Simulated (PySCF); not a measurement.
Precursor series Zr F-H. Gas-phase values, no solvent. In the def2 sets, heavy atoms carry core potentials. All members: neutral, multiplicity 1. Level: TPSSh-D3(BJ)/def2-TZVP // BP86-D3(BJ)/def2-SVP (PySCF), beside PBE-D3(BJ)/def2-TZVP // BP86-D3(BJ)/def2-SVP (PySCF) at the same geometries.  Orbital energies are measured against the vacuum level.

| species | LUMO, PBE (eV) | LUMO, TPSSh-D3(BJ) (eV) |
|---|---|---|
| [Zr(H)4] | -3.52 | -2.90 |
| [Zr(F)2(H)2] | -3.35 | withheld |
| [Zr(F)(H)3] | -3.34 | -2.77 |
| [Zr(F)3(H)] | -2.82 | -2.30 |
| [Zr(F)4] | -2.35 | -1.88 |

Problem. Fit y = a + b·x, y being the LUMO at the first level, to the 4 complete rows by least squares, with x = the PBE value in eV. Give a, b and the rms residual, and predict the withheld value.

Solution. Means of the 4 rows: x̄ = -3.0075, ȳ = -2.4625 eV. Σ(x − x̄)² = 0.84067 and Σ(x − x̄)(y − ȳ) = 0.73992, so b = 0.880 and a = ȳ − b·x̄ = 0.184 eV. The rms residual is 0.010 eV. At x = -3.35 the line gives -2.76 eV. The run for [Zr(F)2(H)2] gave -2.80 eV, so the line is off by 0.04 eV, more than twice the rms residual.

Codes: PySCF.
